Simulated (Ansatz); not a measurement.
The cluster Mg₄Te₄. Charge 0, multiplicity 5. Geometry PBE-D4/def2-SVP; atoms count from 1.

| atom | x (Å) | y (Å) | z (Å) |
| --- | --- | --- | --- |
| Mg1 | 1.3166 | 1.0503 | 1.4062 |
| Mg2 | 0.1066 | -0.2503 | -2.1775 |
| Mg3 | -1.7832 | 1.2705 | 0.1410 |
| Mg4 | 0.3601 | -2.0709 | 0.6300 |
| Te5 | 2.4782 | -0.5947 | -0.6209 |
| Te6 | -2.0701 | -1.4350 | -0.7321 |
| Te7 | 0.6036 | 2.3275 | -1.0485 |
| Te8 | -1.0117 | -0.2973 | 2.4019 |

In the def2 sets Te takes a core potential; there is no spin–orbit coupling. At PBE0-D4/def2-TZVP a singlet of charge 0 lies 4.44 eV below the quintet, each at its own geometry. The structure comes from a short search, and lower isomers may exist.

**Question.** Estimate the Mulliken populations from the PBE0/def2-TZVP orbitals of Ansatz.

**Answer.** 
```tsv
atom	charge (e)	spin (α − β)
Mg1	0.37	0.49
Mg2	0.37	0.49
Mg3	0.37	0.49
Mg4	0.37	0.49
Te5	-0.37	0.51
Te6	-0.37	0.51
Te7	-0.37	0.51
Te8	-0.37	0.51
```
Mulliken values and Mayer orders depend strongly on the basis.

**Question.** Where does the spin sit?

**Answer.** Summed by element: Mg 1.97, Te 2.03, of 4 unpaired in all. Largest on single atoms: Te6 0.51, Te5 0.51, Te7 0.51.

**Question.** And the Mayer bond orders between bonded heavy atoms (over 0.3)?

**Answer.** Mg1–Te5 0.56 (2.86 Å); Mg1–Te7 0.56 (2.86 Å); Mg1–Te8 0.54 (2.87 Å); Mg2–Te5 0.56 (2.86 Å); Mg2–Te6 0.54 (2.87 Å); Mg2–Te7 0.56 (2.86 Å); Mg3–Te6 0.56 (2.86 Å); Mg3–Te7 0.54 (2.87 Å); Mg3–Te8 0.56 (2.86 Å); Mg4–Te5 0.54 (2.87 Å); Mg4–Te6 0.56 (2.86 Å); Mg4–Te8 0.56 (2.86 Å). Values over 0.3 also appear between atoms too far apart for a bond (Te5–Te7 0.35 at 3.50 Å; Te6–Te8 0.35 at 3.50 Å); they arise where an orbital or an unpaired electron spreads over both atoms.
